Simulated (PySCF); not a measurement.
Computed structure and properties of BiSF

System: BiSF (singlet); start: template (Cs). Method: PySCF 2.14.0, RKS PBE0, Bi def2-SVP with ECP60, S def2-SVP, F def2-SVP; non-relativistic Hamiltonian with scalar-relativistic core potentials where named; density fitting; no spin-orbit coupling.

Input of the relaxation:

```python
mol = gto.M(atom='''
Bi    -0.12078     0.00000    -0.17113
S      1.92472     0.00000     0.74427
F     -1.91048     0.00000     0.62987''',
    basis={'Bi': 'def2-SVP', 'S': 'def2-SVP', 'F': 'def2-SVP'},
    ecp={'Bi': 'def2-SVP'},
    charge=0, spin=0)
mf = dft.RKS(mol, xc='PBE0')
mf.grids.atom_grid = (50, 194)
mf = mf.density_fit()  # fitting sets: Bi def2-universal-JKFIT, S def2-universal-JKFIT, F def2-universal-JKFIT
mf.conv_tol = 1e-08; mf.max_cycle = 55
mf.kernel(dm0)  # dm0: converged density of the start geometry
# quasi-Newton relaxation in Cartesian coordinates to a largest gradient under 0.00045 Eh/bohr, steps kept in the point group
```

Run from Python with OMP_NUM_THREADS=2; the lines above give its settings. Where DIIS fails, smearing, a level shift and second-order steps follow.
It took 4.3 s on 2 threads of Intel(R) Xeon(R) 6975P-C (Granite Rapids), on a shared host, from the converged density of the start.

Course of the relaxation:

| step | energy above end (eV) | largest force component within the symmetry (eV/Å) |
| --- | --- | --- |
| 0 | 0.6612 | 3.760 |
| 1 | 0.1833 | 1.006 |
| 2 | 0.0839 | 0.810 |
| 3 | 0.0017 | 0.143 |
| 4 | 0.0000 | 0.016 |
| 5 | 0.0000 | 0.002 |

Relaxed geometry (Cs):

```xyz
3

Bi   -0.1201    0.0000   -0.4924
S     1.7229    0.0000    0.8913
F    -1.7094    0.0000    0.8041
```

| contact | Å |
| --- | --- |
| Bi1–S2 (S) | 2.305 |
| Bi1–F3 (F) | 2.051 |

On the finer grid (75, 302):

```yaml
HOMO: -7.22 eV
LUMO: -3.59 eV
Dipole_about_the_centre_of_mass: 4.17 D
Set_of_Mulliken_populations_of_Bi1_outside_the_core_potential: s 3.91, p 8.10, d 10.19
D3_BJ_dispersion_energy_not_in_the_energies: -0.062 eV
```

```tsv
atom	Mulliken (e)	Löwdin (e)	spin (e)
Bi1	0.80	0.57	0.00
S2	-0.33	-0.19	0.00
F3	-0.46	-0.38	0.00
```

On the grid (50, 194), as all that follows. Harmonic modes: a minimum; lowest 161 cm⁻¹ (negative: unstable), highest 563 cm⁻¹, zero-point energy 0.073 eV.

Rigid scan of S along the line from its metal:

distance to S2 (Å), energy (eV) and a bar:
```
     2.00      1.491 ##############################
     2.10      0.571 ###########
     2.20      0.123 ##
     2.30      0.000 
     2.40      0.096 ##
     2.50      0.335 #######
     2.60      0.662 #############
     2.75      1.240 #########################
```

Taking off one F (charge -1, singlet; the rest: singlet) in vacuum, both parts rigid, costs 10.22 eV; the small basis without counterpoise inflates it. Most of it is the attraction of opposite charges; other ways to part are cheaper, and one spin state was tried for the rest.

Rigid scan of F along the line from its metal:

distance to F3 (Å), energy (eV) and a bar:
```
     1.75      1.545 ############
     1.85      0.574 #####
     1.95      0.121 #
     2.05      0.000 
     2.15      0.085 #
     2.25      0.295 ##
     2.45      0.885 #######
     2.75      1.834 ##############
     3.15      2.892 #######################
     3.65      3.815 ##############################
```

One start shape was tried, so this needn't be the lowest isomer.
